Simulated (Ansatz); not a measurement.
MF4 with several metals: PBE-D4/def2-SVP single points in Ansatz on relaxed structures, gas phase. Core potentials for Hf, Nb, Zr, no spin–orbit coupling. HOMO and LUMO are taken over both spins. Binding counts from free atoms in the multiplicity of their measured ground term, without zero-point energy. A dash marks a value that wasn't run or was left out as unsound. The structures are stationary points that may keep the symmetry of their start.

```csv
species,atoms,state,geometry,HOMO (eV),LUMO (eV),gap (eV),binding per atom (eV),point group (within 0.1 Å)
NbF4,5,doublet,PBE0-D4/def2-SVP,-4.72,-3.37,1.35,5.21,D2d
HfF4,5,singlet,PBE0-D4/def2-SVP,-9.89,-1.55,8.34,5.72,Td
ZrF4,5,singlet,PBE-D4/def2-SVP,-9.87,-2.17,7.70,–,Td
TiF4,5,singlet,PBE-D4/def2-SVP,-10.03,-3.84,6.19,5.40,Td
```

The gap (eV) runs from 1.35 (NbF4) to 8.34 (HfF4).
